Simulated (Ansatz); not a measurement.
Gas-phase electronic energies from Ansatz, PBE0-D4/def2-TZVP geometries. CCSD(T)/CBS is the MP2 limit (def2-TZVPP, def2-QZVPP) plus CCSD(T) − MP2 in def2-TZVPP, frozen cores. This one scheme is used for every species. Functionals use def2-TZVPP. Triplets are unrestricted, without spin–orbit coupling. One conformer a species, not always the lowest.

Reaction (formal loss of a carbene): `CO[SiH](F)O[SiH2]F` → `[CH2]` (triplet) + `O[SiH](F)O[SiH2]F`

`CO[SiH](F)O[SiH2]F`:

Cartesian coordinates in Å:
```
C -0.052 -1.984 -0.609
O 0.506 -0.855 -1.251
Si 1.292 0.361 -0.534
F 1.640 1.389 -1.686
O 0.378 1.113 0.576
Si -1.068 1.658 1.066
F -2.067 0.418 1.185
H -0.414 -2.663 -1.382
H 0.695 -2.510 -0.006
H -0.890 -1.698 0.031
H 2.540 -0.065 0.118
H -0.919 2.242 2.413
H -1.642 2.594 0.079
```

`[CH2]` (triplet):

```xyz
3

C    -0.021   -0.012   -0.275
H    -0.576   -0.796    0.217
H     0.596    0.808    0.058
```

`O[SiH](F)O[SiH2]F`:

Cartesian coordinates in Å:
```
O -1.019 1.537 1.740
Si -0.073 1.259 0.456
F -0.724 1.872 -0.860
O 0.101 -0.332 0.196
Si 0.465 -1.578 -0.776
F 1.918 -1.357 -1.389
H -1.888 1.139 1.794
H 1.213 1.916 0.703
H -0.489 -1.648 -1.902
H 0.497 -2.809 0.038
```

```json
{"level": "PBE-D4", "ΔE (kcal/mol)": "92.7", "difference from CCSD(T)/CBS": "2.3"}
{"level": "r2SCAN-D4", "ΔE (kcal/mol)": "85.7", "difference from CCSD(T)/CBS": "-4.7"}
{"level": "PBE0-D4", "ΔE (kcal/mol)": "90.4", "difference from CCSD(T)/CBS": "0.0"}
{"level": "ωB97X-V", "ΔE (kcal/mol)": "94.4", "difference from CCSD(T)/CBS": "4.0"}
{"level": "ωB97M-V", "ΔE (kcal/mol)": "91.7", "difference from CCSD(T)/CBS": "1.3"}
{"level": "B2PLYP", "ΔE (kcal/mol)": "88.9", "difference from CCSD(T)/CBS": "-1.5"}
{"level": "PBE", "ΔE (kcal/mol)": "90.9", "difference from CCSD(T)/CBS": "0.5"}
{"level": "PBE0", "ΔE (kcal/mol)": "88.8", "difference from CCSD(T)/CBS": "-1.6"}
{"level": "HF/def2-TZVPP", "ΔE (kcal/mol)": "57.8", "difference from CCSD(T)/CBS": "-32.6"}
{"level": "MP2/def2-TZVPP", "ΔE (kcal/mol)": "89.9", "difference from CCSD(T)/CBS": "-0.5"}
{"level": "CCSD/def2-TZVPP", "ΔE (kcal/mol)": "85.7", "difference from CCSD(T)/CBS": "-4.7"}
{"level": "HF/def2-QZVPP", "ΔE (kcal/mol)": "57.9", "difference from CCSD(T)/CBS": "-32.5"}
{"level": "MP2/def2-QZVPP", "ΔE (kcal/mol)": "91.2", "difference from CCSD(T)/CBS": "0.8"}
{"level": "SCS-MP2/def2-QZVPP", "ΔE (kcal/mol)": "92.9", "difference from CCSD(T)/CBS": "2.5"}
{"level": "MP2/CBS(def2)", "ΔE (kcal/mol)": "92.1", "difference from CCSD(T)/CBS": "1.7"}
{"level": "CCSD/CBS(def2)", "ΔE (kcal/mol)": "87.9", "difference from CCSD(T)/CBS": "-2.5"}
{"level": "CCSD(T)/CBS", "ΔE (kcal/mol)": "90.4", "difference from CCSD(T)/CBS": "0"}
```

Largest T1 diagnostic among the species: 0.012.

From PBE to PBE0 (25 % exact exchange), in def2-TZVPP and without D4, ΔE moves by −2.2 kcal/mol. In def2-TZVPP, CCSD(T) changes the Hartree–Fock value by +30.4 kcal/mol (the triples alone add +2.5 kcal/mol) and MP2 by +32.0 kcal/mol. The D4 term adds +2.8 kcal/mol with B3LYP and +1.6 kcal/mol with PBE0; it sums over pairs of atoms, weighted by their polarisabilities, and B3LYP, whose exchange is more repulsive, gets the larger term.

B3LYP here is the variant with VWN-RPA as its local correlation; programs differ in this.
